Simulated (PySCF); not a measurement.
GaO, SMILES [O]=[Ga], multiplicity 2.

Geometry optimised at PBE-D3(BJ)/def2-TZVPD.

Calculation: PySCF 2.14.0 with PBE-D3(BJ)/def2-TZVPD.

Frequencies are harmonic and unscaled.

| mode | ν (cm⁻¹) | IR (km/mol) | moving atoms (share of kinetic energy) |
|---|---|---|---|
| 1 | 755 | 19.6 | O 81 %, Ga 19 % |
